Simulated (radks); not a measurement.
Question: Radial electron density D(r) = 4 pi r^2 rho(r) of an atom or ion with 49 electrons. Method: scalar-relativistic Kohn-Sham, SCAN, spin-polarised, spherical densities, finite nucleus; meta-GGA in the generalised Kohn-Sham scheme; Fermi nuclear charge, rms radius of each element as measured or else 0.836 A^(1/3) + 0.57 fm; computed with a radial shooting solver on a logarithmic mesh with Libxc functionals.

r (bohr)  D(r) (e/bohr)  spin D(r)
0.003345          11.01   0.000984
0.004461          16.89    0.00150
0.005998          25.25    0.00223
0.008064          35.87    0.00315
0.01084           47.59    0.00418
0.01458           57.81    0.00520
0.0196            62.93    0.00631
0.02635           60.99    0.00839
0.03542           55.52     0.0135
0.04763           55.93     0.0231
0.06352           67.36     0.0321
0.0854            79.77     0.0252
0.1148            74.28   -0.00569
0.1544            57.66    -0.0207
0.2075            57.90     0.0250
0.279             65.62     0.0553
0.3752            47.26    0.00390
0.5044            22.45     0.0470
0.6781            20.30      0.127
0.9045            21.29    -0.0332
1.216             12.74    -0.0432
1.635             5.070      0.528
2.198             2.111       1.07
2.955             1.212       1.06
3.973            0.6241      0.614
5.342            0.1962      0.196
7.182           0.03078     0.0308
9.656          0.002036    0.00204

What is the nuclear charge?

Answer: Z = 49. The innermost maximum, from 1s, lies near gamma/Z bohr with gamma = sqrt(1 - (Z/c)^2) = 0.934, here 0.0191 bohr (found: 0.0209), and its height grows with Z. The density is that of neutral indium in [Kr] 4d10 5s0.5 5p2.5; the configuration itself is not fixed sharply by these data, and Z only to a few units. D(r) has 4 maxima, at r = 0.0209, 0.0918, 0.272, 0.815 bohr, and minima at 0.0409, 0.178, 0.592 bohr, inside which lie 2.00, 11.20, 28.95 electrons.
